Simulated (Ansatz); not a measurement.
A nudged elastic band was laid between two geometries of BrH + ClH3Si (7 atoms, charge 0, multiplicity 1).

All numbers below come from Ansatz, RKS PBE/def2-SVP.

```json
{
 "movable images": "9",
 "climbing image": "yes",
 "spring": "5.0 eV/Å²",
 "optimiser": "fire",
 "start path": "through a guess of the saddle point",
 "force threshold": "0.05 eV/Å",
 "iteration limit": "60",
 "end points": "relaxed",
 "largest step": "0.5 Å"
}
```

Initial state:

```xyz
7
Properties=species:S:1:pos:R:3
Si 0.328 0.000 -0.052
Cl 0.319 0.000 2.048
H 1.762 0.000 -0.488
H -0.369 1.236 -0.531
H -0.369 -1.236 -0.531
Br -3.452 0.000 1.465
H -2.111 0.000 2.008
```

Final state:

```xyz
7
Properties=species:S:1:pos:R:3
Si -0.439 0.000 -0.567
Cl 0.053 0.000 3.548
H 0.689 0.000 0.416
H -0.424 1.232 -1.419
H -0.424 -1.232 -1.419
Br -2.368 0.000 0.614
H -0.978 0.000 2.745
```

**Question.** Which bonds break or form, and what moves?

**Answer.** Bonds broken: Si1–Cl2, Br6–H7. Bonds formed: Si1–Br6, Cl2–H7. BrH + ClH3Si becomes BrH3Si + ClH.

**Question.** Give the energies along the band, and the barrier.

**Answer.** It converged. The highest image is number 6 of 0 to 10, 29.5 kcal/mol above the first end and 28.1 kcal/mol above the last; the last end lies 1.4 kcal/mol above the first. Another band between the same ends (9 images) ends at a top of the same energy, where a vibrational analysis finds 2 clearly imaginary modes. The orbitals stay closed-shell, which can raise the energy where a bond breaks towards radicals; this wasn't checked here.

```json
{"image": "0", "path coordinate (Å)": "0.00", "energy (kcal/mol)": "0.0", "Si1–Cl2 (Å)": "2.10", "Br6–H7 (Å)": "1.45", "Si1–Br6 (Å)": "4.07"}
{"image": "1", "path coordinate (Å)": "0.30", "energy (kcal/mol)": "0.2", "Si1–Cl2 (Å)": "2.11", "Br6–H7 (Å)": "1.45", "Si1–Br6 (Å)": "3.80"}
{"image": "2", "path coordinate (Å)": "0.60", "energy (kcal/mol)": "1.7", "Si1–Cl2 (Å)": "2.12", "Br6–H7 (Å)": "1.46", "Si1–Br6 (Å)": "3.51"}
{"image": "3", "path coordinate (Å)": "0.91", "energy (kcal/mol)": "6.0", "Si1–Cl2 (Å)": "2.14", "Br6–H7 (Å)": "1.48", "Si1–Br6 (Å)": "3.26"}
{"image": "4", "path coordinate (Å)": "1.22", "energy (kcal/mol)": "14.1", "Si1–Cl2 (Å)": "2.22", "Br6–H7 (Å)": "1.52", "Si1–Br6 (Å)": "3.00"}
{"image": "5", "path coordinate (Å)": "1.53", "energy (kcal/mol)": "24.4", "Si1–Cl2 (Å)": "2.36", "Br6–H7 (Å)": "1.63", "Si1–Br6 (Å)": "2.78"}
{"image": "6", "path coordinate (Å)": "1.85", "energy (kcal/mol)": "29.5", "Si1–Cl2 (Å)": "2.57", "Br6–H7 (Å)": "1.81", "Si1–Br6 (Å)": "2.61"}
{"image": "7", "path coordinate (Å)": "2.31", "energy (kcal/mol)": "22.3", "Si1–Cl2 (Å)": "2.94", "Br6–H7 (Å)": "2.01", "Si1–Br6 (Å)": "2.42"}
{"image": "8", "path coordinate (Å)": "2.78", "energy (kcal/mol)": "10.9", "Si1–Cl2 (Å)": "3.32", "Br6–H7 (Å)": "2.16", "Si1–Br6 (Å)": "2.31"}
{"image": "9", "path coordinate (Å)": "3.25", "energy (kcal/mol)": "3.3", "Si1–Cl2 (Å)": "3.71", "Br6–H7 (Å)": "2.31", "Si1–Br6 (Å)": "2.27"}
{"image": "10", "path coordinate (Å)": "3.72", "energy (kcal/mol)": "1.4", "Si1–Cl2 (Å)": "4.14", "Br6–H7 (Å)": "2.54", "Si1–Br6 (Å)": "2.26"}
```

**Question.** What is the geometry of the highest image?

**Answer.** 
```xyz
7
Properties=species:S:1:pos:R:3
Si -0.205 0.000 -0.092
Cl 0.088 0.000 2.458
H 1.295 0.000 0.028
H -0.548 1.274 -0.803
H -0.548 -1.274 -0.803
Br -2.616 0.000 0.912
H -1.359 0.000 2.218
```

The run took 6.5 min on 2 threads of Arm Neoverse V2, on a shared host, peak memory 0.17 GiB.
